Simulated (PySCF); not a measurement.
Computed shifts of a molecule Cl2H6Si3, PBE0/pcSseg-1 in PySCF, GIAO, gas phase, atoms alike by connectivity averaged where their shifts nearly agree, in ppm (number of nuclei): ²⁹Si: 37.4 (1), -101.5 (1), -109.1 (1). ¹H: 6.64 (1), 4.03 (3), 3.77 (2). References: ²⁹Si against TMS (σ = 352.7 ppm); ³⁵Cl against HCl (σ = 945.9 ppm); ¹H against TMS (σ = 31.56 ppm), references at their B3LYP-D3(BJ)/def2-TZVP geometries, non-relativistic (without spin–orbit terms, shifts of atoms bonded to Cl or Br come out too high). Geometry optimised at B3LYP-D3(BJ)/def2-SVP. Other conformers were not sampled.

Pick the molecule that these values belong to.
A) [SiH3][Si]([SiH3])(Cl)Cl
B) [SiH3][Si@H](Cl)[SiH2]Cl
C) Cl[SiH2][SiH2][SiH2]Cl
D) [SiH3][SiH2][SiH](Cl)Cl

D, [SiH3][SiH2][SiH](Cl)Cl
